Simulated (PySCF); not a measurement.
SMILES [CH3][Al]([CH3])[CH3] (C3H9Al), B3LYP/def2-SVP optimised geometry.

```
13

Al    -0.17    -0.10     0.00
C     -1.16     1.61     0.00
H     -1.74     1.73     0.93
H     -1.90     1.65    -0.82
H     -0.51     2.50    -0.09
C     -1.16    -1.80     0.00
H     -0.77    -2.50     0.76
H     -1.04    -2.31    -0.97
H     -2.24    -1.69     0.17
C      1.80    -0.10     0.00
H      2.24    -1.10    -0.05
H      2.19     0.39     0.91
H      2.20     0.49    -0.85
```

Density from B3LYP/def2-TZVP in PySCF at that geometry.

Minimum of the electron density along straight lines between bonded atoms, close to the bond critical point (lines longer than 1.1 times the sum of covalent radii, or with two minima, are not listed):

| bond | length / Å | ρ at the minimum / e bohr⁻³ | ∇²ρ there / e bohr⁻⁵ | position (fraction from the first atom) |
|---|---|---|---|---|
| Al1–C2 | 1.970 | 0.085 | 0.24 | 0.40 |
| C2–H3 | 1.106 | 0.261 | -0.83 | 0.63 |
| C2–H4 | 1.105 | 0.262 | -0.84 | 0.63 |
| C2–H5 | 1.103 | 0.265 | -0.86 | 0.64 |
| Al1–C6 | 1.970 | 0.085 | 0.24 | 0.40 |
| C6–H7 | 1.105 | 0.262 | -0.84 | 0.63 |
| C6–H8 | 1.107 | 0.260 | -0.83 | 0.63 |
| C6–H9 | 1.103 | 0.265 | -0.86 | 0.64 |
| Al1–C10 | 1.970 | 0.085 | 0.24 | 0.40 |
| C10–H11 | 1.103 | 0.265 | -0.86 | 0.64 |
| C10–H12 | 1.106 | 0.261 | -0.83 | 0.63 |
| C10–H13 | 1.105 | 0.262 | -0.83 | 0.63 |
